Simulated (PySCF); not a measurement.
**[PbCl3]-, singlet: molecular constants**

Level of theory: PySCF, PBE0, basis Pb def2-SVPD with ECP60, Cl def2-SVPD (scalar-relativistic core potentials, no spin–orbit coupling, density fitting).

The structure is a saddle point with 1 imaginary mode.

Coordinates in bohr (charge -1 multiplicity 1):
```
Pb    0.0000    0.0000    0.0000
Cl    5.1168    0.0000    0.0000
Cl   -2.5584    4.4312    0.0000
Cl   -2.5583   -4.4313    0.0000
```

| Quantity | Value |
| --- | --- |
| Point group | D3h |
| Bond lengths | Pb–Cl 2.708 Å (×3) |
| Bond angles | Cl–Pb–Cl 120.0° (×3) |
| Principal quadrupole moments (Buckingham, traceless) about the centre of mass | -16.39, -16.39, 32.79 D Å |
| Zero-point energy (real modes) | 4.4 kJ/mol |
| Lowest empty level | 0.74 eV |
| Highest occupied level | -3.23 eV |
| Rotational constants | 0.04384, 0.04384, 0.02192 cm⁻¹ |
| Dipole moment about the centre of mass | 0.00 D |
| Principal polarisabilities | 74.7, 131.9, 131.9 bohr³ |

Harmonic modes (masses in u: Pb 207.977, Cl 34.969):
| symmetry | ω (cm⁻¹) | IR (km/mol, summed over degenerate members) | μ (u) | type |
| --- | --- | --- | --- | --- |
| a2'' | 72i | – | 48.49 | bend |
| e' | 36 | 0.5 | 37.86 | bend |
| e' | 212 | 312 | 43.85 | stretch |
| a1' | 238 | 0.0 | 34.97 | stretch |

In D3h the vibrations span a2'' + 2e' + a1'. The a1' mode carries no infrared intensity, as symmetry demands.

Charges (e); Mulliken and Löwdin values are unreliable with diffuse functions:
| atom | Mulliken | Löwdin | polar tensor | Mayer order to Pb1 |
| --- | --- | --- | --- | --- |
| Pb1 | 1.31 | 0.76 | 1.70 | – |
| Cl2,3,4 | -0.77 | -0.59 | -0.90 | 0.44 |

Mulliken populations on Pb1 (electrons outside its core potential): s 3.88, p 6.73, d 10.09.

Only a few start shapes were tried, so a lower isomer may exist. The lowest empty level of this anion is unbound, so it and the gap depend on the basis. At this level a singlet minimum of C3v symmetry lies 44 kJ/mol below this structure. With an element this heavy the missing spin–orbit coupling can shift these numbers.

The final relaxation and frequency run took about 2 core-minutes on a shared host.
